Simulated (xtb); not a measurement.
C2H8Si (SMILES C[SiH2]C), singlet, geometry from GFN2-xTB. Base run: xtb with GFN0-xTB.

The xtb input:
```
$ xtb mol.xyz --gfn 0 --json

# file mol.xyz
11

Si     0.03546107    -0.43348006    -0.37037273
C      1.45753028     0.73873281     0.08712166
C     -1.52290395     0.06040205     0.59567275
H      0.40740896    -1.81447085    -0.03255476
H     -0.23071309    -0.34547884    -1.81294296
H      1.21576604     1.77029475    -0.15390745
H      2.36525377     0.48151727    -0.45044984
H      1.68282158     0.69510725     1.14919776
H     -2.35613024    -0.59304426     0.35515928
H     -1.82783780     1.07758693     0.36542227
H     -1.36078226     0.00239943     1.66852748
```

Variants of this job, named by their change:

| change | ΔE vs base (kcal/mol) | HOMO-LUMO gap (eV) |
|---|---|---|
| base | 0.000 | 6.06 |
| acc = 1000 | 0.000 | 6.06 |
| etemp = 5000 | -0.070 | 6.06 |
| etemp = 10000 | -6.20 | 6.06 |
| acc = 30 | 0.000 | 6.06 |
